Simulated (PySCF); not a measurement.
Two species compared at the same levels of theory.

First species: C5H13GaO.
Structure used (PBE0-D3(BJ)/def2-SVP), in Å, numbered top down from 1:
```xyz
20
C5H13GaO angstrom
C     -1.461    1.454   -0.009
C     -1.213    0.066   -0.584
C     -1.089   -1.017    0.517
C      0.324   -1.574    0.360
O      1.041   -0.569   -0.356
Ga     2.437    0.635    0.700
C      0.130   -0.037   -1.315
H     -1.529    2.211   -0.806
H     -0.644    1.748    0.669
H     -2.401    1.482    0.563
H     -2.025   -0.188   -1.283
H     -1.216   -0.561    1.509
H     -1.844   -1.809    0.417
H      0.342   -2.502   -0.238
H      0.852   -1.752    1.306
H      3.628   -0.395    0.787
H      1.554    0.846    2.002
H      2.489    1.813   -0.352
H      0.082   -0.736   -2.168
H      0.534    0.924   -1.661
```

Second species: GaCl2F.
SMILES: `[F][Ga]([Cl])[Cl]`

Levels: wB97X-D/def2-SVPD for HOMO energy, LUMO energy, HOMO–LUMO gap and static isotropic polarisability; TDDFT wB97X-D/def2-SVPD for lowest singlet excitation; TDA wB97X-D/def2-SVPD for lowest triplet excitation (Tamm–Dancoff). Geometries: PBE0-D3(BJ)/def2-SVP. All species are isolated and taken at one optimised geometry, non-relativistic unless stated. Electronic properties by PySCF.

Q: Which has the higher S1 energy?

A: The first: 6.51 eV against 6.32 eV, a difference of 0.19 eV.

Q: Which of the two has the higher T1 energy, and by how much?

A: The first: 6.18 eV against 5.92 eV, a difference of 0.26 eV.

Q: Which of the two has the higher LUMO energy, and by how much?

A: The first: 1.79 eV against -0.67 eV, a difference of 2.46 eV.

Q: Which of the two has the higher HOMO energy, and by how much?

A: The first: -9.29 eV against -11.75 eV, a difference of 2.46 eV.

Q: Which of the two has the higher static isotropic polarisability, and by how much?

A: The first: 94.7 au against 51.4 au, a difference of 43.3 au.

On the first: The polarisability is 14.03 Å³ as a volume (1 au = 0.148185 Å³), or 1.15 au for each of the 82 electrons. The principal polarisabilities are 88.0, 94.8 and 101.2 au; their mean is the isotropic value. The calculation is non-relativistic and has no spin–orbit coupling, an omission that weighs most on gallium.

On the second: The principal polarisabilities are 40.1, 49.6 and 64.6 au; their mean is the isotropic value. The polarisability is 7.62 Å³ as a volume (1 au = 0.148185 Å³), or 0.70 au for each of the 74 electrons. Relativistic effects, spin–orbit coupling among them, are left out although an element past zinc is present.

One conformer stands for the species.
